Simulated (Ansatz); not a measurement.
Reaction (hydrogenolysis of the Si–O bond): `N[Si](N)(O)Cl` + H₂ → `N[SiH](N)Cl` + H₂O

Program: Ansatz. Geometries: PBE0-D4/def2-TZVP. ΔE: electronic, gas phase. CCSD(T)/CBS is the MP2 limit (def2-TZVPP, def2-QZVPP) plus CCSD(T) − MP2 in def2-TZVPP, frozen cores. This one scheme is used for every species. Functionals use def2-TZVPP. One conformer a species, not always the lowest.

| level | ΔE (eV) |
| --- | --- |
| LC-ωPBE | 0.96 |
| SCS-MP2/def2-QZVPP | 1.00 |

(1) What does CCSD(T)/CBS give? (An estimate is asked.)

Largest T1 diagnostic among the species: 0.010.

Results:

(1) The calculation gave: +0.98 eV. The listed levels differ from it by -0.02, 0.02 eV.

At CCSD(T), def2-SVP lies −0.11 eV from the extrapolated value and def2-TZVPP +0.01 eV. Leaving LDA and LC-ωPBE aside and taking each functional with its dispersion term where it has one, the values, not all of them listed here, spread over 0.12 eV, from PBE-D4 to r2SCAN-D4. LDA lies +0.11 eV from PBE without D4. From BLYP to BHLYP (50 % exact exchange), in def2-TZVPP and without D4, ΔE moves by +0.06 eV.
